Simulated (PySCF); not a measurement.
Co (cobalt, neutral) across methods

[Ar] 3d7 4s1 4p1, one real determinant (an excited configuration). All numbers are calculated (PySCF 2.14, no relativity, point nucleus, in aug-cc-pwCVTZ).

```
method  E (hartree)  mean ε 3d β (eV)  mean ε 4s α (eV)  mean ε 4p α (eV)  Σ⟨r²⟩ (bohr²)   ⟨S²⟩
 M06-L    -1382.564            -8.598            -6.863            -2.475          43.54  8.754
  PBE0    -1382.420           -10.883            -7.842            -3.294          43.71  8.751
r2SCAN    -1382.627            -8.838            -7.223            -2.737          43.06  8.751
  BP86    -1382.843            -8.836            -7.113            -2.667          43.81  8.750
   LDA    -1380.055            -8.599            -7.163            -2.609          43.80  8.751
   M06    -1382.543           -10.538            -7.752            -3.031          44.31  8.755
   UHF  -1381.36302           -17.130           -10.016            -5.195          44.27  8.752
   PBE    -1382.390            -8.610            -6.976            -2.580          44.15  8.750
```

⟨L²⟩ = 13.96 against 20 for a pure G term, so this real determinant mixes terms.
